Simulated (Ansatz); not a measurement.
The inner images of a band of FGeH$_{3}$O (6 atoms, charge 0, multiplicity 1) are given out of order.

Method: Ansatz 0.2.0, RKS PBE/def2-SVP.

Image 0:

```xyz
6
Properties=species:S:1:pos:R:3
Ge 0.360 -0.068 0.059
O 0.664 -0.072 1.817
H -0.159 -0.214 2.322
H 1.748 0.086 -0.592
F -0.592 1.363 -0.328
H -0.510 -1.269 -0.395
```

Image 8:

```xyz
6
Properties=species:S:1:pos:R:3
Ge 0.016 0.051 -0.830
O 1.007 0.163 1.232
H 0.512 -0.478 1.779
H 1.918 -0.186 1.182
F -1.072 1.400 -0.384
H -0.869 -1.126 -0.096
```

Task: Put them in order from the first end to the last, with their energies above the first end.
A.
```xyz
6
Properties=species:S:1:pos:R:3
Ge 0.198 -0.028 -0.334
O 0.720 0.210 1.595
H 0.620 -0.624 2.106
H 1.617 0.018 0.473
F -0.760 1.426 -0.624
H -0.883 -1.177 -0.333
```
B.
```xyz
6
Properties=species:S:1:pos:R:3
Ge 0.203 -0.018 -0.108
O 0.531 0.233 1.692
H 0.562 -0.629 2.144
H 1.714 -0.007 0.178
F -0.672 1.413 -0.646
H -0.827 -1.168 -0.377
```
C.
```xyz
6
Properties=species:S:1:pos:R:3
Ge 0.147 -0.030 -0.588
O 0.861 0.192 1.497
H 0.721 -0.628 2.023
H 1.592 0.024 0.799
F -0.858 1.433 -0.576
H -0.951 -1.167 -0.272
```
D.
```xyz
6
Properties=species:S:1:pos:R:3
Ge 0.217 -0.014 0.035
O 0.315 0.245 1.801
H 0.543 -0.608 2.214
H 1.747 -0.035 -0.146
F -0.570 1.405 -0.631
H -0.741 -1.168 -0.391
```
E.
```xyz
6
Properties=species:S:1:pos:R:3
Ge 0.281 -0.011 0.074
O 0.300 0.242 1.844
H 0.309 -0.608 2.321
H 1.732 -0.007 -0.464
F -0.501 1.425 -0.552
H -0.609 -1.216 -0.339
```
F.
```xyz
6
Properties=species:S:1:pos:R:3
Ge 0.332 -0.020 0.069
O 0.541 0.131 1.836
H -0.010 -0.506 2.324
H 1.738 0.055 -0.559
F -0.537 1.404 -0.484
H -0.552 -1.240 -0.304
```
G.
```xyz
6
Properties=species:S:1:pos:R:3
Ge 0.055 -0.019 -0.759
O 0.898 0.139 1.352
H 0.697 -0.642 1.907
H 1.829 0.029 1.079
F -0.962 1.432 -0.526
H -1.005 -1.115 -0.169
```

Result: F (+1.1 kcal/mol), E (+2.8 kcal/mol), D (+8.6 kcal/mol), B (+32.0 kcal/mol), A (+51.3 kcal/mol), C (+29.4 kcal/mol), G (+21.0 kcal/mol).

Run time: 2.1 min on 1 thread of Arm Neoverse V2, with other jobs on the host, peak memory 0.13 GiB.
